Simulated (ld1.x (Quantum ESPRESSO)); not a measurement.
# Varying the TM potential for Nb

Base potential:

Nb (Z = 41), norm-conserving Troullier–Martins (Kleinman–Bylander form), made with ld1.x (Quantum ESPRESSO) 7.5 (PBE, scalar-relativistic). Core [Ar] 3d10 4s2, reference 4p6 4d3.5 5s0 5p0 (charge +1.5). Waves: 4p (bound): rc 1.55 bohr; 4d (bound): rc 2.60 bohr; 5s (bound, empty): rc 3.10 bohr. Local part: the s channel. Core correction: Bessel-smoothed model core inside 1.10 bohr.

Cutoffs, loose and tight: the cutoffs (Ry, on a coarse ladder) from which the occupation-weighted sum of valence levels, in a spherical-Bessel basis at the reference potential, stays within 10 and 1 mRy of its value at 400 Ry. They do not see the model core or the augmentation charge, which bear on the density cutoff. Test errors are all-electron minus pseudo excitation energies from the reference, over the configurations 4p6 4d4 5s1 5p0; 4p6 4d4 5s0 5p0; 4p6 4d3 5s0 5p0; 4p6 4d4 5s0 5p1; 4p6 4d4 5s0.5 5p0; 4p5 4d4 5s1 5p0; 4p6 4d3 5s1 5p1. A dash means not determined; rows that change the core or the reference have their own tests. The largest error is taken over the tests solved by every variant that gives reliable tests at all: 4p5 4d4 5s1 5p0; 4p6 4d3 5s0 5p0; 4p6 4d4 5s0 5p0; 4p6 4d4 5s0 5p1; 4p6 4d4 5s0.5 5p0; 4p6 4d4 5s1 5p0.

| change | outcome | cutoff, loose | cutoff, tight | bound ghosts | largest test error (meV) |
| --- | --- | --- | --- | --- | --- |
| base | generated | 45 Ry | 90 Ry | none | -389 |
| wave 4d (bound): rc 2.60 bohr becomes 4d (bound): rc 1.82 bohr | generated | 50 Ry | 90 Ry | none | -390 |
| wave 4d (bound): rc 2.60 bohr becomes 4d (bound): rc 2.08 bohr | generated | 45 Ry | 90 Ry | none | -389 |
| wave 4d (bound): rc 2.60 bohr becomes 4d (bound): rc 2.34 bohr | generated | 45 Ry | 90 Ry | none | -389 |
| wave 4d (bound): rc 2.60 bohr becomes 4d (bound): rc 2.88 bohr | generated | 45 Ry | 90 Ry | none | -389 |
| wave 4d (bound): rc 2.60 bohr becomes 4d (bound): rc 3.14 bohr | generated | 45 Ry | 90 Ry | none | -390 |
| wave 4d (bound): rc 2.60 bohr becomes 4d (bound): rc 3.44 bohr | generated | 45 Ry | 90 Ry | none | -436 |
| wave 4d (bound): rc 2.60 bohr becomes 4d (bound): rc 3.84 bohr | generated | 45 Ry | 90 Ry | none | -524 |

Reading the sweep of the d radius (base included, trends over the rows without a ghost): The loose cutoff stays near 45 Ry. The median size of the test errors (rows with all tests solved) is not monotonic: lowest 14.2 meV at 2.88 bohr, highest 27.3 meV at 3.44 bohr.
